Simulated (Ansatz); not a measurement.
`[F][Al]([F])[Br]` + H₂ → `[F][AlH][Br]` + H–F at 700 K and 1 bar (hydrogenolysis of the Al–F bond).

Isolated molecules relaxed with PBE0-D4/def2-TZVP in Ansatz; ΔE leaves out vibrations. CCSD(T)/CBS adds triple-zeta CCSD(T) − MP2 to the extrapolated MP2 energy (def2 sets, frozen cores). This one scheme is used for every species. For Br outer-core shells are correlated without core-valence functions, which leaves a few kJ/mol of doubt a bond. Scalar relativity is left out up to krypton.

```json
{"species": "`[F][Al]([F])[Br]`", "CCSD(T)/CBS energy (Eh)": "-3015.14527", "H − E (kJ/mol)": "61.9", "S (J/(mol·K))": "373.1"}
{"species": "H₂", "CCSD(T)/CBS energy (Eh)": "-1.17544", "H − E (kJ/mol)": "46.8", "S (J/(mol·K))": "155.3"}
{"species": "`[F][AlH][Br]`", "CCSD(T)/CBS energy (Eh)": "-2915.86674", "H − E (kJ/mol)": "68.0", "S (J/(mol·K))": "351.0"}
{"species": "H–F", "CCSD(T)/CBS energy (Eh)": "-100.39570", "H − E (kJ/mol)": "45.2", "S (J/(mol·K))": "198.5"}
```

H − E and S are ideal-gas, rigid-rotor, harmonic terms from PBE0-D4/def2-TZVP. The MP2-based limit puts H₂ 0.8 mEh under its directly extrapolated value; such offsets cancel only in part. 1 Eh = 2625.50 kJ/mol, R = 8.31446 J/(mol·K).

**Question.** By hand: ΔE, ΔH, ΔS and ΔG.

**Answer.** ΔE = (-2915.86674) + (-100.39570) − (-3015.14527) − (-1.17544) = 0.05827 Eh = 153.0 kJ/mol. Δ(H − E) = 68.0 + 45.2 − 61.9 − 46.8 = 4.5, so ΔH = 157.5 kJ/mol. ΔS = 351.0 + 198.5 − 373.1 − 155.3 = 21.1 J/(mol·K). ΔG = 157.5 − 700 × (21.1)/1000 = 142.7 kJ/mol.

**Question.** By hand: the equilibrium constant, and the temperature at which ΔG would vanish if ΔH and ΔS stayed fixed.

**Answer.** log₁₀ K = −ΔG/(RT ln 10) = -10.6. ΔG = 0 at ΔH/ΔS = 7464 K, far beyond where these terms or the molecules hold.

ΔH outweighs TΔS. A doubt of 5 kJ/mol in ΔE shifts log₁₀ K by 0.4 here. These are equilibria of isolated gas molecules and say nothing of rates. Largest T1 diagnostic: 0.010 (customary marks: 0.02 for closed shells, 0.045 for open ones).
